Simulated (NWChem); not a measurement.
Species: CH6AlOSi cation; SMILES [CH3][Al+][O][SiH3]

```xyz
10

Al    -0.0017    -1.1259    -0.0011
C      0.0023    -3.0301     0.0016
H     -0.2239    -3.4027    -1.0102
H     -0.7598    -3.4020     0.7051
H      0.9935    -3.3981     0.3114
O     -0.0032     0.5028    -0.0027
Si     0.0012     2.2212     0.0010
H     -1.4191     2.6381    -0.0970
H      0.7991     2.6343    -1.1794
H      0.6275     2.6281     1.2827
```
Atoms are numbered in this order, from 1.

Program: NWChem. Pople sets run with spherical d functions. Medium grid unless said otherwise, to which SCAN and Minnesota functionals are sensitive. The geometry was optimised at PBE0/def2-SVP. Hybrids' shares of exact exchange are those that their runs print; pure functionals count as 0. The functionals differ in more than this share.

| row | share of exact exchange | highest occupied level (eV) |
|---|---|---|
| PBE/6-31G* | 0.00 | -11.93 |
| SCAN/6-31G* | 0.00 | -12.28 |
| TPSSh/6-31G* | 0.10 | withheld |
| B3LYP/6-31G* | 0.20 | -13.06 |
| r2SCAN0/6-31G* | 0.25 | -13.50 |
| PW6B95/6-31G* | 0.28 | -13.37 |

Problem. Fit a straight line of the last column on the one before it, predict the withheld value, and compare with the run.

Solution. 
1. Means of the 5 shown rows: x = 0.146, y = -12.828. Slope Σ(x − x̄)(y − ȳ)/Σ(x − x̄)² = -0.3662/0.07432 = -4.927; intercept -12.109.
2. The shown rows scatter about the line by 0.143 (root mean square); the largest residual is +0.18, at PBE/6-31G*.
3. At x = 0.10 (TPSSh/6-31G*; inside the shown range) the line gives -12.60.
4. The run gives -12.71, -0.11 from the line, 0.8 times the scatter.
